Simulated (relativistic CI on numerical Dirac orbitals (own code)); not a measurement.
One change at a time: Sn18+

Base calculation: Dirac-Coulomb-Breit CI, KLI orbitals optimised for each configuration, model QED, unscaled Slater integrals.

Configurations in the expansion (outside the closed core [Ar] 3d10): 4s2 4p2, 4s 4p3, 4p4, 4s2 4p 4d, 4s 4p2 4d, 4s2 4p 4f, 4s 4p2 4f, 4p3 4d, 4s 4p 4d2, 4s2 4d 4f, 4s2 4p 5s, 4p3 4f, 4s2 4d2, 4s 4d3, 4s 4d2 4f, 4p2 4d2, 4p 4d3, 4p 4d2 4f, 4p 4d2 5s, 4s2 4f2, 4s 4d 4f2, 4s 4f3, 4p2 4f2, 4p 4d 4f2, 4p 4f3, 4p 4f2 5s. Double excitations out of closed p, d and f shells are left out; levels of such configurations are missing from the list, as are those of other unlisted configurations, and high levels can miss mixing partners.

The lowest level and the first level of each name with at least 55 % of one term (blank where a level has no safe partner in the second run):

```tsv
Level	Base (cm⁻¹)	Shift (cm⁻¹)
4s2 4p2 3P_0	0	0
4s2 4p2 3P_1	66304	-144
4s2 4p2 1S_0	208162	-266
4s 4p3 5S°_2	381062	+1548
4s 4p3 3D°_1	451011	+1488
4s 4p3 3D°_2	465812	+1418
4s 4p3 3D°_3	489918	+1377
4s 4p3 3P°_0	529074	+1396
4s 4p3 3P°_1	539189	+1370
4s2 4p 4d 3F°_2	658349	+171
4s2 4p 4d 3F°_3	689661	-14
4s2 4p 4d 3F°_4	747840	-147
4s2 4p 4d 3P°_0	788116	-24
4s2 4p 4d 3P°_1	795982	+12
4s2 4p 4d 3D°_3	796749	-23
4s2 4p 4d 1F°_3	852917	-104
4s2 4p 4d 1P°_1	865315	-27
4p4 3P_2	891019	+2916
4s 4p2 4d 5F_3	990352	+1683
4s 4p2 4d 5D_0	1019381	+1663
4s 4p2 4d 5D_1	1023563	+1680
4s 4p2 4d 5F_4	1024606	+1594
```

At this charge energies of transitions that change n are usually good to better than 1 %, and those within a shell (Δn = 0) to a few per cent.

(1) One thing was changed in a second run, which moved the levels as shown. Which?
A. Breit term removed
B. QED terms removed
C. P86 correlation estimate
D. configuration mixing switched off

Results:

(1) B. QED terms removed. QED shifts follow the density of s (and p1/2) electrons at the nucleus, so configurations move by their count of such electrons; where none moves, the smaller shifts of p3/2 electrons and of j = l + 1/2 against j = l − 1/2 set the pattern.

LS names give the leading component of a level, which can be under half, so a name can repeat, a term be missing and a line seem to break the LS rules.
